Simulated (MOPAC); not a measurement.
MOPAC input (PM3):

```
PM3 1SCF GEO-OK AUX(PRECISION=9) THREADS=1
OPb

Pb   -0.00000000 1   -0.00000000 1   -0.17080970 1
O     0.00000000 1    0.00000000 1    1.75079948 1
```

Output:

```
 *******************************************************************************
 **                                                                           **
 **                              MOPAC v23.2.5                                **
 **                                                                           **
 *******************************************************************************
 ** MOPAC's Digital Object Identifier: https://doi.org/10.5281/zenodo.6511958 **
 **                                                                           **
 ** Please cite the open-source release paper for use of this MOPAC version:  **
 ** J. E. Moussa and J. J. P. Stewart (2026)                                  **
 ** MOPAC: An open-source semiempirical molecular orbital program             **
 ** J. Open Source Softw., 11(119), 8025, https://doi.org/10.21105/joss.08025 **
 *******************************************************************************

                              PM3 CALCULATION RESULTS

 *******************************************************************************
 *  PM3        - The PM3 Hamiltonian to be used
 *  GEO-OK     - OVERRIDE INTERATOMIC DISTANCE AND OTHER SAFETY CHECKS
 *  1SCF       - DO 1 SCF AND THEN STOP
 *  AUX        - OUTPUT AUXILIARY INFORMATION
 *******************************************************************************
PM3 1SCF GEO-OK AUX(PRECISION=9) THREADS=1
 OPb

   ATOM   CHEMICAL          X               Y               Z
  NUMBER   SYMBOL      (ANGSTROMS)     (ANGSTROMS)     (ANGSTROMS)

     1      Pb         -0.00000000  *  -0.00000000  *  -0.17080970  *
     2       O          0.00000000  *   0.00000000  *   1.75079948  *

          CARTESIAN COORDINATES

    NO.       ATOM           X           Y           Z

     1        Pb         -0.0000     -0.0000     -0.1708
     2         O          0.0000      0.0000      1.7508

  O: (PM3): J. J. P. STEWART, J. COMP. CHEM. 10, 209 (1989).
 Pb: (PM3): J. J. P. STEWART, J. COMP. CHEM. 12, 320-341 (1991).

           Empirical Formula: O Pb  =     2 atoms

      MOLECULAR POINT GROUP   :   C*v

      RHF CALCULATION, NO. OF DOUBLY OCCUPIED LEVELS = 5

 -------------------------------------------------------------------------------
 PM3 1SCF GEO-OK AUX(PRECISION=9) THREADS=1
 OPb

     1SCF WAS SPECIFIED, SO BFGS WAS NOT USED
     SCF FIELD WAS ACHIEVED

                              PM3 CALCULATION
                                                       MOPAC v23.2.5 Linux

          FINAL HEAT OF FORMATION =         21.41139 KCAL/MOL =      89.58525 KJ/MOL

          COSMO AREA              =         80.18 SQUARE ANGSTROMS
          COSMO VOLUME            =         64.82 CUBIC ANGSTROMS

          IONIZATION POTENTIAL    =          9.029006 EV
          HOMO LUMO ENERGIES (EV) =         -9.029 -1.555
          NO. OF FILLED LEVELS    =          5
          MOLECULAR WEIGHT        =        223.1994         POINT GROUP:  C*v

          MOLECULAR DIMENSIONS (Angstroms)

            Atom       Atom       Distance
            O     2   Pb     1     1.92161
            O     2   Pb     1     0.00000
           Pb     1    O     2     0.00000

          SCF CALCULATIONS        =          1

   ATOM   CHEMICAL          X               Y               Z
  NUMBER   SYMBOL      (ANGSTROMS)     (ANGSTROMS)     (ANGSTROMS)

     1      Pb         -0.00000000  *  -0.00000000  *  -0.17080970  *
     2       O          0.00000000  *   0.00000000  *   1.75079948  *

                             CARTESIAN COORDINATES

   1   Pb       -0.000000000    -0.000000000    -0.170809700
   2    O        0.000000000     0.000000000     1.750799480

           Empirical Formula: O Pb  =     2 atoms

      MOLECULAR POINT GROUP   :   C*v

                  EIGENVALUES
 -30.75670 -13.87335 -10.65615 -10.65615  -9.02901  -1.55465  -1.55465   0.91864

              NET ATOMIC CHARGES AND DIPOLE CONTRIBUTIONS

  ATOM NO.   TYPE          CHARGE      No. of ELECS.   s-Pop       p-Pop
    1         Pb           0.581313        3.4187     1.86864     1.55005
    2          O          -0.581313        6.5813     1.90135     4.67996
 DIPOLE           X         Y         Z       TOTAL
 POINT-CHG.     0.000     0.000    -5.365     5.365
 HYBRID        -0.000    -0.000     1.642     1.642
 SUM           -0.000    -0.000    -3.723     3.723

          ATOMIC ORBITAL ELECTRON POPULATIONS

     Atom    s        px        py        pz
    1 Pb   1.86864   0.43173   0.43173   0.68659
    2  O   1.90135   1.56827   1.56827   1.54342

 **********************
 *                    *
 * JOB ENDED NORMALLY *
 *                    *
 **********************

 == MOPAC DONE ==
```

The geometry given is a B3LYP-D3(BJ)/def2-TZVP minimum.
